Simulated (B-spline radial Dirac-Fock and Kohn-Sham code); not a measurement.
Auger decay of the N1 hole in Ce⁶⁺

System: Ce⁶⁺ in the configuration 1s2 2s2 2p6 3s2 3p6 3d10 4s2 4p6 4d10 5s2 5p4.

Calculated with a B-spline atomic structure program, using independent-particle rates on relativistic LDA orbitals of the hole state (multipoles up to L = 3, Coulomb Auger matrix elements, transition energies from Dirac-Fock). Kinetic energies are configuration averages from the vacuum level; the two-hole energies are estimated from single-hole states.

```csv
transition,kinetic energy (eV),width (meV),share (%)
N1-N4O1,55.97,274,23.3
N1-N5O1,59.36,401,34.1
N1-N4O2,76.86,44.1,3.8
N1-N5O2,80.14,114,9.7
N1-N4O3,80.69,127,10.8
N1-N5O3,84.10,130,11.1
N1-O1O1,143.7,20.7,1.8
N1-O1O2,166.0,19.1,1.6
N1-O1O3,169.8,35.5,3.0
N1-O2O3,188.8,4.43,0.4
N1-O3O3,192.6,3.87,0.3
```

Coster-Kronig rates are the weakest part of this model and often come out 1.5 to 2.5 times too large. The listed channels hold 100 % of the non-radiative rate. Summed by principal shells, of 1.17 eV in all: NNO 92.8 %, NOO 7.2 %.
